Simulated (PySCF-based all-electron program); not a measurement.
Values are calculated unless marked as measured or tabulated.
**LiI, singlet: squeezing and stretching**

Method: all-electron DFT (in-house code on PySCF), basis-limit composite values; Koelling–Harmon scalar relativity, no spin–orbit coupling, spin-restricted. Forces are good to about 0.002 eV/Å. A positive force pushes the atoms apart.

```tsv
r (Å)	PBE (eV/Å)
1.9136	6.882
2.0332	4.108
2.1528	?
2.392	0.025
```

**Question.** Fill in the missing PBE forces.

**Answer.** 2.1528 Å: 2.201 eV/Å.
